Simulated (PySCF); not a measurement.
# S+: excitation energy

S+ [Ne] 3s2 3p3 (4S) → S+ [Ne] 3s2 3p2 4s1 (4P), as a difference of total energies. Calculation: PySCF 2.14, in aug-cc-pV(T+d)Z with one added diffuse shell each of s, p, d, f type (7s6p5d3f, 71 functions); no relativity, point nucleus. Correlated levels: valence: [Ne] frozen. The calculations carry no spin-orbit coupling.

Q: Order these methods by the excitation energy they give, lowest first.
A. M06-L
B. SCS-MP2 (valence)
C. MP2 (valence)
D. UHF

A: D (108030 cm⁻¹), B (109620 cm⁻¹), C (110360 cm⁻¹), A (116280 cm⁻¹).

Errors of the correlated levels include the incompleteness of this basis and the frozen core.

For comparison: 110000 cm⁻¹ (measured; NIST levels, between the centres of gravity of the two terms).
